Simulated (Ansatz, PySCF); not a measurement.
Here is a job for PySCF.
```python
from pyscf import gto, scf, mp

mol = gto.Mole()
mol.atom = '''
    C    -0.000000   -0.000000   -0.611549
    N     0.000000    0.000000    0.524185
'''
mol.basis = 'cc-pvtz'
mol.charge = 0
mol.spin = 1
mol.verbose = 3
mol.build()

mf = scf.UHF(mol)
mf.kernel()

pt = mp.MP2(mf, frozen=2)
pt.kernel()
print('E(MP2) = %.10f' % pt.e_tot)
```

### Question
Write the same job for Ansatz (a program for electronic structure).

### Answer
One answer among several that fit: 
Ansatz 0.2 input:
```yaml
crystal:
  periodic: [false, false, false]
  atoms:
    - {symbol: C, position_ang: [-0.00000000, -0.00000000, -0.61154905]}
    - {symbol: N, position_ang: [0.00000000, 0.00000000, 0.52418490]}
basis:
  gaussian:
    orbitals: cc-pVTZ
magnetization: {spin_polarized: true, initial_magnetization: 1}
correlation: {method: mp2, electrons: outside_noble_gas}
accuracy: high
```

Both were run: PySCF gave -92.515666 Eh and Ansatz -92.515661 Eh, 0.005 mEh apart.
